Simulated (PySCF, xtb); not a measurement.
(1S)-1-bromo-1-chloroethane (C2H4BrCl), SMILES C[C@@H](Cl)Br.

GFN2-xTB run with xtb at its own geometry gives an orbital gap of 4.76 eV and a dipole moment of 3.54 D.

Geometry: PBE0-D3(BJ)/def2-SVP.

Q: What does PBE/def2-TZVP (PySCF) give? (Estimate from the structure and the level; the computed values follow.)

A: gap 5.25 eV (levels -6.85 and -1.60 eV), dipole 1.96 D.
